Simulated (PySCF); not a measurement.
C3H9PSi: core ionisation energies

Species: C3H9PSi.
Bonds: C1–C2 (double), C2–P3, P3–C4, P3–Si5. Hydrogens: H6, H7 on C1; H8 on C2; H9, H10, H11 on C4; H12, H13, H14 on Si5.

Computed, not measured: PySCF 2.14.0, delta-SCF UKS SCAN, pcX-2 on the ionised atom, pcseg-1 elsewhere, spin-free X2C. Vertical ΔSCF values, vacuum level as zero.

**Question.** What binding energy does each computed site have?

**Answer.** 
| atom(s) | environment | level | binding energy (eV) | 2p1/2 (eV) | above the level's lowest (eV) | count |
| --- | --- | --- | --- | --- | --- | --- |
| Si5 | SiH3 silicon | Si 2p3/2 | 106.38 | 107.01 | 0.00 | 1 |
| P3 | three-coordinate phosphorus | P 2p3/2 | 135.82 | 136.71 | 0.00 | 1 |
| C1 | terminal =CH2 carbon | C 1s | 289.78 | – | 0.00 | 1 |
| C2 | alkene CH carbon | C 1s | 290.28 | – | +0.50 | 1 |
| C4 | sp3 carbon bound to phosphorus | C 1s | 290.56 | – | +0.78 | 1 |
| Si5 | SiH3 silicon | Si 1s | 1846.08 | – | 0.00 | 1 |
| P3 | three-coordinate phosphorus | P 1s | 2149.38 | – | 0.00 | 1 |

Lowest listed C 1s: C1, bonded to C (double bond) and 2 H. Highest, 0.78 eV above it: C4, bonded to 3 H and P. The widest gap between neighbouring values is 0.50 eV, between 289.78 and 290.28 eV. Summing the Pauling electronegativity differences to the bonded atoms, each weighted by its formal bond order, gives -0.70 for the lowest site and -1.41 for the highest; the largest sum, -0.70, belongs to C1, 0.78 eV below the top. The smallest sum, -1.41, belongs to C4, 0.78 eV above the lowest.

**Question.** Express the binding energy of Si 1s of Si5 in atomic units and per mole.

**Answer.** 1846.08 eV = 67.8422 Eh = 178120 kJ/mol.

**Question.** Which photon energy gives electrons from Si 1s of Si5 a kinetic energy of 50 eV, and what is their de Broglie wavelength?

**Answer.** hν = 1846.08 + 50 = 1896.08 eV, recoil neglected; λ = 12.264 Å/√(E/eV) = 1.73 Å.

For 2p shells one spin-free hole was relaxed; a mean-field spin–orbit operator and the ground-state splitting of the three 2p orbitals were then diagonalised within the shell. The shell's mean is (2 × 2p3/2 + 2p1/2)/3, and the degeneracies 2j + 1 give areas of 2:1. 2p1/2 minus 2p3/2 (ligand field included): P 0.89 eV, Si 0.62 eV. The structure is a single GFN2-xTB conformer in the gas phase; no vibrational or solvent corrections.

Conformer computed: `[CH2:1]=[CH:2][P:3]([CH3:4])[SiH3:5]`: C1–C2–P3–C4 18°.
